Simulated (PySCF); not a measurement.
Can point charges reproduce the dipole moment of `BC1=CC1`?

Coordinates (PBE0-D3(BJ)/def2-SVP, Å) and charges (e) from the PBE0/pcSseg-1 density (PySCF):

```
atom       x       y       z  Mulliken      IAO  Hirshfeld  ESP-fitted
  B1   1.695   0.179   0.089   +0.1949  +0.0175    +0.1450     +0.2841
  C2   0.185   0.138   0.030   -0.2264  -0.1069    -0.0717     -0.0826
  C3  -1.036   0.607   0.104   -0.1321  -0.1249    -0.0321     -0.1946
  C4  -0.993  -0.860   0.054   -0.1786  -0.2508    -0.0842     -0.1748
  H5   2.336   0.836  -0.697   -0.0086  +0.0224    -0.0510     -0.1065
  H6   2.266  -0.485   0.924   -0.0169  +0.0193    -0.0524     -0.1001
  H7  -1.653   1.471   0.344   +0.1046  +0.1712    +0.0777     +0.1894
  H8  -1.198  -1.387  -0.889   +0.1379  +0.1315    +0.0353     +0.0949
  H9  -1.207  -1.461   0.953   +0.1252  +0.1208    +0.0333     +0.0901
```

Question: What dipole does each set of charges give (1 e·Å = 4.803 D), and what does the density give?

Answer: The full density gives (-0.83, 0.24, 0.21) D, 0.89 D in size; dipole vectors point from the negative to the positive end.

| scheme | μx | μy | μz | size (D) | share of the full size (%) | angle to the full dipole (°) |
| --- | --- | --- | --- | --- | --- | --- |
| Mulliken | 0.26 | -0.68 | 0.05 | 0.73 | 82 | 125 |
| IAO | -0.49 | 0.15 | 0.15 | 0.53 | 60 | 3 |
| Hirshfeld | -0.48 | 0.33 | 0.08 | 0.59 | 66 | 19 |
| ESP-fitted | -0.82 | 0.22 | 0.20 | 0.87 | 97 | 1 |

Question: Which set comes closest?

Answer: Length of the difference vector: ESP-fitted 0.03 D, IAO 0.36 D, Hirshfeld 0.39 D, Mulliken 1.44 D. Closest: ESP-fitted. 

Question: What is left for the Hirshfeld atoms' own dipoles?

Answer: The shares of the density sum to the whole, so what Σ q r misses lies in dipoles about the nuclei. The atomic dipoles sum to (-0.83, 0.24, 0.21) − (-0.48, 0.33, 0.08) = (-0.35, -0.09, 0.13) D, 0.39 D in size.

Question: With the origin at the mean of the coordinates, (0.044, -0.107, 0.101) Å, which are the largest single terms, by size, of the Mulliken dipole along the direction of the full one?

Answer: B1 -1.37, H7 +1.04, C3 -0.76, C4 -0.64, H9 +0.60 D; all 9 atoms together -0.42 D. The single terms depend on the origin, their sum doesn't.

Question: Give the size of the full dipole in other units.

Answer: 0.89 D = 0.351 au = 0.186 e·Å = 2.97 × 10⁻³⁰ C·m.

Isolated species at its PBE0-D3(BJ)/def2-SVP geometry (one conformer only).
